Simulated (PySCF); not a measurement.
# Running PySCF for MgI

The script input.py:

```python
from pyscf import gto, dft

mol = gto.M(
    atom='Mg 0 0 0; I 0 0 2.478',
    basis='lanl2dz',
    ecp={'Mg': 'lanl2dz', 'I': 'lanl2dz'},
    charge=0,
    spin=1,
    verbose=4,
)
mf = dft.UKS(mol, xc='lda,vwn')
mf.kernel()
mf.dip_moment()
print('orbital energies (hartree):', [e[max(0, n-3):n+3].round(4) for e, n in zip(mf.mo_energy, mol.nelec)])
```

```bash
$ OMP_NUM_THREADS=1 python input.py
```

The log (some set-up lines and the per-cycle HOMO/LUMO lines with their warnings removed):

```
PySCF version 2.14.0

[INPUT] Symbol           X                Y                Z      unit          X                Y                Z       unit  Magmom
[INPUT]  1 Mg     0.000000000000   0.000000000000   0.000000000000 AA    0.000000000000   0.000000000000   0.000000000000 Bohr   0.0
[INPUT]  2 I      0.000000000000   0.000000000000   2.478000000000 AA    0.000000000000   0.000000000000   4.682741336672 Bohr   0.0

nuclear repulsion = 2.98970175661017
number of shells = 8
number of NR pGTOs = 24
number of NR cGTOs = 16
basis = lanl2dz
ecp = {'Mg': 'lanl2dz', 'I': 'lanl2dz'}

******** <class 'pyscf.dft.uks.UKS'> ********
method = UKS
initial guess = minao
damping factor = 0
level_shift factor = 0
DIIS = <class 'pyscf.scf.diis.CDIIS'>
SCF conv_tol = 1e-09
SCF max_cycles = 50
number electrons alpha = 5  beta = 4
XC functionals = lda,vwn

grids dens level: 3
tot grids = 40544
init E= -8.71265874732138

cycle= 1 E= -11.8122264330788  delta_E= -3.1  |g|= 0.58  |ddm|= 2.85
cycle= 2 E= -11.9193244271546  delta_E= -0.107  |g|= 0.425  |ddm|= 1.94
cycle= 3 E= -12.2023645914114  delta_E= -0.283  |g|= 0.013  |ddm|= 1.38
cycle= 4 E= -12.202779737789  delta_E= -0.000415  |g|= 0.00612  |ddm|= 0.105
cycle= 5 E= -12.2028550169215  delta_E= -7.53e-05  |g|= 0.000881  |ddm|= 0.0198
cycle= 6 E= -12.2028561723593  delta_E= -1.16e-06  |g|= 8.08e-05  |ddm|= 0.00207
cycle= 7 E= -12.202856183205  delta_E= -1.08e-08  |g|= 8.53e-06  |ddm|= 0.000223
cycle= 8 E= -12.2028561833525  delta_E= -1.47e-10  |g|= 1.6e-06  |ddm|= 2.41e-05
Extra cycle  E= -12.2028561833496  delta_E= 2.89e-12  |g|= 2.2e-06  |ddm|= 7.41e-06
converged SCF energy = -12.2028561833496  <S^2> = 0.75157861  2S+1 = 2.001578
Dipole moment(X, Y, Z, Debye):  0.00000,  0.00000, -3.02080
orbital energies (hartree): [array([-0.2421, -0.2421, -0.1787, -0.0752, -0.0752, -0.0136]), array([-0.2899, -0.2402, -0.2402, -0.1363, -0.0503, -0.0503])]
```

In short: E(SCF) = -12.202856 Eh, 8 cycles, ⟨S²⟩ = 0.752, μz(SCF) = -3.02 D.

Run time: 1.7 s on 1 thread of Intel Xeon Platinum 8175M @ 2.50GHz (shared host), peak memory 0.12 GiB.

The bond length is a typed value, not an optimised one. No search for the lowest solution was made.
